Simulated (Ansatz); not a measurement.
Relaxation of CH8AlGaSi (12 atoms, charge 0, multiplicity 1), to a largest force component of 0.015 eV/Å in at most 40 steps.

All numbers below come from RKS PBE/def2-SVP (Ansatz).

```xyz
12
Properties=species:S:1:pos:R:3:forces:R:3
C 0.181 2.117 -0.012 -0.50 -0.28 0.17
Si -1.336 1.039 0.484 0.67 0.72 -0.21
Al 0.066 -0.914 0.071 -0.70 -0.66 0.18
Ga 0.255 -3.398 -0.291 1.21 -0.87 -0.50
H -0.015 3.183 0.003 -0.24 0.85 0.01
H 0.511 1.848 -1.016 0.25 -0.10 -0.59
H 1.013 1.919 0.665 0.51 -0.10 0.37
H -1.772 1.544 1.812 -0.08 -0.22 0.55
H -2.440 1.469 -0.414 -0.36 -0.26 -0.38
H 1.614 -0.736 -0.196 0.27 0.62 0.04
H 1.940 -3.043 -0.565 -0.88 -0.60 0.13
H -0.016 -5.027 -0.540 -0.14 0.89 0.23
```

Task: Where does it end, and by what steps?

Result: The forces met the threshold. After 21 steps the energy has fallen by 1.245 eV; H11 moved furthest, 1.95 Å.

| step | energy less start (eV) | largest force component (eV/Å) | accepted |
| --- | --- | --- | --- |
| 0 | 0.0000 | 1.208 | yes |
| 1 | -0.5340 | 0.323 | yes |
| 2 | -0.6742 | 0.193 | yes |
| 3 | -0.7689 | 0.195 | yes |
| 4 | -0.8757 | 0.196 | yes |
| 5 | -0.9449 | 0.172 | yes |
| 6 | -1.0127 | 0.222 | yes |
| 7 | -1.0569 | 0.220 | yes |
| 8 | -1.0842 | 0.343 | yes |
| 9 | -1.1340 | 0.412 | yes |
| 10 | -1.1683 | 0.208 | yes |
| 11 | -1.1904 | 0.245 | yes |
| 12 | -1.2119 | 0.144 | yes |
| 13 | -1.2253 | 0.129 | yes |
| 14 | -1.2303 | 0.173 | yes |
| 15 | -1.2279 | 0.270 | no |
| 16 | -1.2398 | 0.054 | yes |
| 17 | -1.2429 | 0.043 | yes |
| 18 | -1.2442 | 0.027 | yes |
| 19 | -1.2445 | 0.022 | yes |
| 20 | -1.2446 | 0.018 | yes |
| 21 | -1.2448 | 0.009 | yes |

```xyz
12
Properties=species:S:1:pos:R:3
C -0.032 2.543 -0.083
Si -0.804 0.822 0.192
Al 0.832 -1.029 0.394
Ga 0.376 -3.373 -0.396
H -0.817 3.327 -0.096
H 0.511 2.582 -1.048
H 0.687 2.783 0.726
H -1.595 0.836 1.486
H -1.816 0.546 -0.897
H 2.246 -0.681 1.094
H 0.746 -3.870 -1.868
H -0.334 -4.487 0.496
```

Whether the end is a true minimum wasn't checked by a vibrational analysis.

Run time: 3.6 min on 2 threads of Intel(R) Xeon(R) Processor @ 2.50GHz (Skylake/Cascade Lake) (shared host), peak memory 0.18 GiB.
